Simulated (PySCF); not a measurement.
CdClH2N, SMILES [Cd]([NH2])[Cl].

The structure is a stationary point at B3LYP-D3(BJ)/def2-TZVP. The def2 effective core potentials stand for the cores of Cd; spin–orbit coupling is left out. The values are those of a single conformer.

Computed with PBE0/def2-TZVPD (PySCF).

Gas-phase values at a fixed geometry.

The total energy is -683.78368 hartree, the point group comes out as Cs and the highest occupied level is -7.48 eV. The lowest empty level is -1.54 eV, the orbital gap comes out as 5.94 eV and the dipole moment comes out as 2.63 D. The quadrupole, principal values (traceless, Buckingham form, about the centre of nuclear charge) comes out as -11.22, 4.25, 6.97 D·Å. The mean static polarisability is 55.4 bohr³ (8.21 Å³) and the polarisability, principal values comes out as 42.5, 43.8, 79.9 bohr³.
